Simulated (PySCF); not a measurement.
# Two-component Hartree-Fock for Ir⁶⁰⁺ (iridium, charge +60)

Start: [Ne] 3s2 3p5; 3p1/2 filled at m_j = +1/2; 3p3/2 filled at m_j = -3/2, -1/2, +1/2, +3/2. Calculated with PySCF 2.14 in an uncontracted even-tempered set (18 s from 19 bohr⁻², ratio 2.4; 14 p from 24 bohr⁻², ratio 2.4; 4 d from 87 bohr⁻², ratio 2.6; 4 f from 130 bohr⁻², ratio 2.6): generalised Hartree-Fock with the X2C-1e Hamiltonian and a Gaussian nucleus; one run each with spin-orbit coupling (SO) screened by Boettger's factors, then bare. This is a chosen level, not necessarily the ground level.

```csv
spinor shell,electrons,"ε, screened SO (eV)","ε, bare SO (eV)",weight of nominal j (bare SO),"rms radius, bare SO (bohr)"
1s1/2,2,-81191.7,-81190.6,1.000,0.0197
2s1/2,2,-18039.2,-18039.0,1.000,0.0786
2p1/2,2,-17482.8,-17521.3,1.000,0.0665
2p3/2,4,-15827.0,-15815.3,1.000,0.0740
3s1/2,2,-7100.4,-7100.3,1.000,0.190
3p1/2,1,-6892.6,-6902.5,1.000,0.180
3p3/2,4,-6452.3,-6449.2,1.000,0.193
```

```tsv
quantity	screened SO	bare SO
E (hartree)	-13915.67568	-13916.73500
M_J	1/2	1/2
⟨J²⟩	0.750	0.750
⟨L²⟩	2.047	2.050
⟨S²⟩	0.796	0.799
```

Each row is a mean over spinors that exchange with the open shell spreads, by up to 22.401 eV (2p1/2).

Breit and QED terms are absent; they matter most for the inner s and p1/2 levels.

Densities and radii are taken from the X2C orbitals without a picture-change correction, which distorts them close to the nucleus.
